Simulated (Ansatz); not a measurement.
Program: Ansatz. Geometries: PBE0-D4/def2-TZVP. ΔE: electronic, gas phase. CCSD(T)/CBS adds triple-zeta CCSD(T) − MP2 to the extrapolated MP2 energy (def2 sets, frozen cores). Functionals use def2-TZVPP. Elements past krypton have def2 core potentials. For I, Sn outer-core shells are correlated without core-valence functions, which leaves a few kJ/mol of doubt a bond. Each species was taken in one conformer, which may not be the lowest.

Consider the cleavage of the Si–Sn bond: `[SiH3][SnH]([Cl])[I]` + `O[Si]1(O)CO1` → `O[Si]1(O[SiH3])CO1` + `[Cl][SnH2][I]`.

CCSD(T)/CBS gives -14.7 kcal/mol.

Question: Another level gave -15.7 kcal/mol. Which?
A. ωB97M-V/def2-TZVPP
B. r2SCAN-D4/def2-TZVPP
C. PBE0/def2-TZVPP
D. PBE/def2-TZVPP

Answer: A. ωB97M-V -15.7, r2SCAN-D4 -14.1, PBE0 -12.1, PBE -10.1 kcal/mol.

Largest T1 diagnostic among the species: 0.012.

From PBE to PBE0 (25 % exact exchange), in def2-TZVPP and without D4, ΔE moves by −2.0 kcal/mol. In def2-TZVPP, CCSD(T) changes the Hartree–Fock value by +6.1 kcal/mol (the triples alone add +0.9 kcal/mol) and MP2 by +6.4 kcal/mol.

CCSD(T)/CBS has its own doubt, a few kJ/mol and more with outer-core shells, so smaller differences from it don't rank the levels.
